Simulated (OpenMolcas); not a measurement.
# Mn2+, Tc2+, Re2+: d5 down the group

| Item | Value |
| --- | --- |
| Program | OpenMolcas |
| Method | MS-CASPT2, IPEA 0.25 Eh, imaginary shift 0.1 Eh |
| Basis | ANO-RCC-VTZP |
| Scalar Hamiltonian | DKH2, point nucleus |
| Spin-orbit coupling | RASSI with atomic mean-field integrals over the reference wave functions, term energies averaged over their components |

Active space for each ion: 5 electrons in 6 orbitals (d s); closed shells correlated by CASPT2: Mn2+ 3s 3p; Tc2+ 4s 4p; Re2+ 5s 5p.

Computed levels in cm-1 above 6S 5/2:

```json
{"Level": "4G 7/2", "Mn2+": "27280", "Tc2+": "20700", "Re2+": "18460"}
{"Level": "4G 11/2", "Mn2+": "27280", "Tc2+": "20770", "Re2+": "19650"}
{"Level": "4G 9/2", "Mn2+": "27290", "Tc2+": "20810", "Re2+": "20030"}
{"Level": "4D 7/2", "Mn2+": "32480", "Tc2+": "24280", "Re2+": "22550"}
{"Level": "4D 1/2", "Mn2+": "32540", "Tc2+": "24860", "Re2+": "23570"}
{"Level": "2I 11/2", "Mn2+": "40240", "Tc2+": "30780", "Re2+": "29070"}
{"Level": "2I 13/2", "Mn2+": "40290", "Tc2+": "31170", "Re2+": "31640"}
{"Level": "2F 7/2(1)", "Mn2+": "43610", "Tc2+": "34710", "Re2+": "32870"}
{"Level": "2H 11/2", "Mn2+": "47920", "Tc2+": "38220", "Re2+": "40770"}
{"Level": "weight of 6S in the lowest level (%)", "Mn2+": "100", "Tc2+": "99", "Re2+": "89"}
```

Mixed levels, with the weight of the term that names them: Re2+ 4G 7/2 (64 %), Re2+ 4D 7/2 (56 %), Re2+ 4D 1/2 (60 %), Re2+ 2F 7/2(1) (58 %), Re2+ 2H 11/2 (63 %).

Measured, with the error of the calculation in %. Measured levels: Mn2+ from Corliss and Sugar, J. Phys. Chem. Ref. Data 6, 1253 (1977); Re2+ from the list in Brasseur, Gamrath and Quinet, At. Data Nucl. Data Tables 157, 101636 (2024).

| Level | Mn2+ | Re2+ |
| --- | --- | --- |
| 4G 7/2 | 26860 (+1.6) | 16890 (+9.3) |
| 4G 11/2 |  | 18020 (+9.1) |
| 4G 9/2 |  | 18346 (+9.2) |
| 4D 7/2 | 32307 (+0.5) | 20453 (+10.3) |
| 4D 1/2 | 32369 (+0.5) |  |
| 2I 11/2 | 39174 (+2.7) | 26170 (+11.1) |
| 2I 13/2 | 39176 (+2.8) | 28588 (+10.7) |
| 2F 7/2(1) | 42606 (+2.4) |  |
| 2H 11/2 | 46671 (+2.7) |  |

Without spin-orbit coupling 4G lies 27280, 20740, 19120 cm-1 above 6S in that order; the difference to the level 4G 7/2, of either sign, comes from spin-orbit coupling, which also lowers the zero.

CASPT2 does not keep the components of a term degenerate, so their means are used; among the terms shown or strongly mixed into the levels shown the widest spread is 500 cm-1 (4d5 4G, Tc2+). Over all roots computed the reference weight is 0.87 to 0.95 in Mn2+; the roots of lowest weight are the least certain, and an intruder state may touch them. Blocks of more than 70 roots (2S+1 = 2 even) ran without multistate coupling. Terms from blocks run as CI alone lack orbitals of their own. Some high roots are left out of the spin-orbit mixing, which shifts the levels that they would mix with (holds for Tc2+; Re2+). Configurations are named by rounded mean occupations; where the s occupation lies near a half they are strongly mixed, a name can repeat and a true partner stay unpaired (holds for Tc2+; Re2+). The CASPT2 spread within a term exceeds the gap to the next term for 5d5 4P and 5d4 6s 6D, so the order of their levels is uncertain, and so are names and mixing where such terms share a J (holds for Re2+). Measured partners are found by configuration, term and J. A level has none where our copy of the source lacks it or the pairing is in doubt (some pairs that miss far off the trend of their configuration count as doubtful), and it then counts in no deviation. Only configurations of the active space appear.

A number in round brackets counts repeated terms of one configuration in the order of the reference energies.
